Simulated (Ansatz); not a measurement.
A cut through the energy surface

CH$_{4}$S$_{2}$Si (SMILES CS[Si]S), closed shell, at its PBE0-D4/def2-TZVP minimum:

```
8
angstrom
C -0.0718 1.0512 -0.2912
S 0.1629 0.6256 1.4503
Si 0.2990 -1.4708 1.7911
S 0.1040 -2.3977 -0.1361
H -0.1298 2.1382 -0.3445
H -1.0021 0.6300 -0.6724
H 0.7734 0.7140 -0.8913
H -0.0433 -1.3474 -0.9616
```

The angle S4–Si3–S2 (106.0° at the minimum) is set to the values below, S4, with anything bonded beyond it, turning rigidly in the plane of the angle. Each method's energies count from its own value at the PBE0-D4 minimum structure. Computed with Ansatz 0.2.0 (basis: def2-TZVPP); correlated methods freeze the cores. B3LYP uses VWN-RPA correlation.

CCSD(T) energies along the scan:
```json
{"angle (°)": "88.0", "CCSD(T) (eV)": "1.095"}
{"angle (°)": "92.5", "CCSD(T) (eV)": "0.496"}
{"angle (°)": "97.0", "CCSD(T) (eV)": "0.181"}
{"angle (°)": "101.5", "CCSD(T) (eV)": "0.038"}
{"angle (°)": "106.0", "CCSD(T) (eV)": "0.000"}
{"angle (°)": "110.5", "CCSD(T) (eV)": "0.025"}
{"angle (°)": "115.0", "CCSD(T) (eV)": "0.091"}
{"angle (°)": "119.5", "CCSD(T) (eV)": "0.187"}
{"angle (°)": "124.0", "CCSD(T) (eV)": "0.308"}
```
They count from the CCSD(T) energy at the PBE0-D4 minimum.

Minimum and curvature along this coordinate at CCSD(T): A fifth-order fit through the nearest points gives 106.1°, with a curvature of about 3 meV/deg².

Largest difference from the CCSD(T) curve over the scan: B3LYP-D4 0.033; wB97M-V 0.024; MP2 0.074 eV. Each curve counts from its own value at the minimum.

The T1 diagnostic stays at or below 0.016. The restricted Hartree–Fock reference is unstable towards an unrestricted one here.

For scale, one of the runs: CCSD(T)/def2-TZVPP, 213 basis functions, launched by `ansatz run in.yaml --threads 4 --pin off --events-out ev --progress --plain --max-ram 8704MiB`. The run took 34 s on 4 CPU threads of an Intel Xeon Platinum 8375C (shared host), with 2.7 GiB of host memory at its peak.
